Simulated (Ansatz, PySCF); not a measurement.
PySCF was given this input:
```python
from pyscf import gto, scf, cc

mol = gto.Mole()
mol.atom = '''
    C     2.49886392    0.41496650   -0.09857295
    C     1.75635094   -0.54116509    0.44818952
    C     2.30767317   -1.66965171    1.25949003
    C     0.27403095   -0.56287619    0.29342406
    O    -0.43535927   -1.41048866    0.78168372
    O    -0.18309323    0.44933142   -0.44899844
    C    -1.60130035    0.52108135   -0.66381330
    C    -1.81606096    1.27894483   -1.96591546
    C    -2.26883926    1.21046334    0.52176712
    H     2.05916548    1.20921452   -0.67532085
    H     3.57006251    0.42803160    0.01644383
    H     3.38867609   -1.60073342    1.33850803
    H     2.03584880   -2.61958287    0.80227429
    H     1.86822066   -1.65670854    2.25547410
    H    -1.98086283   -0.50600044   -0.74763162
    H    -1.42574453    2.28935404   -1.87467858
    H    -2.87692297    1.32634783   -2.19360694
    H    -1.30062128    0.77927304   -2.78199954
    H    -2.09719264    0.63641320    1.42903669
    H    -1.85827709    2.20935727    0.65170196
    H    -3.33904245    1.28371330    0.35090193
'''
mol.basis = 'sto-3g'
mol.verbose = 3
mol.build()

mf = scf.RHF(mol)
mf.kernel()

mycc = cc.CCSD(mf, frozen=9)
mycc.kernel()
et = mycc.ccsd_t()
print('E(CCSD(T)) = %.10f' % (mycc.e_tot + et))
```

Task: Give the equivalent Ansatz (a first-principles code) input.

Result: This is not unique; one that fits is 
Ansatz 0.2 input:
```yaml
crystal:
  periodic: [false, false, false]
  atoms:
    - {symbol: C, position_ang: [2.49886392, 0.41496650, -0.09857295]}
    - {symbol: C, position_ang: [1.75635094, -0.54116509, 0.44818952]}
    - {symbol: C, position_ang: [2.30767317, -1.66965171, 1.25949003]}
    - {symbol: C, position_ang: [0.27403095, -0.56287619, 0.29342406]}
    - {symbol: O, position_ang: [-0.43535927, -1.41048866, 0.78168372]}
    - {symbol: O, position_ang: [-0.18309323, 0.44933142, -0.44899844]}
    - {symbol: C, position_ang: [-1.60130035, 0.52108135, -0.66381330]}
    - {symbol: C, position_ang: [-1.81606096, 1.27894483, -1.96591546]}
    - {symbol: C, position_ang: [-2.26883926, 1.21046334, 0.52176712]}
    - {symbol: H, position_ang: [2.05916548, 1.20921452, -0.67532085]}
    - {symbol: H, position_ang: [3.57006251, 0.42803160, 0.01644383]}
    - {symbol: H, position_ang: [3.38867609, -1.60073342, 1.33850803]}
    - {symbol: H, position_ang: [2.03584880, -2.61958287, 0.80227429]}
    - {symbol: H, position_ang: [1.86822066, -1.65670854, 2.25547410]}
    - {symbol: H, position_ang: [-1.98086283, -0.50600044, -0.74763162]}
    - {symbol: H, position_ang: [-1.42574453, 2.28935404, -1.87467858]}
    - {symbol: H, position_ang: [-2.87692297, 1.32634783, -2.19360694]}
    - {symbol: H, position_ang: [-1.30062128, 0.77927304, -2.78199954]}
    - {symbol: H, position_ang: [-2.09719264, 0.63641320, 1.42903669]}
    - {symbol: H, position_ang: [-1.85827709, 2.20935727, 0.65170196]}
    - {symbol: H, position_ang: [-3.33904245, 1.28371330, 0.35090193]}
basis:
  gaussian:
    orbitals: STO-3G
magnetization: {spin_polarized: false}
correlation: {method: ccsd_t, electrons: outside_noble_gas}
accuracy: high
```

Both were run: PySCF gave -417.090026 Eh and Ansatz -417.090026 Eh, 0.000 mEh apart.
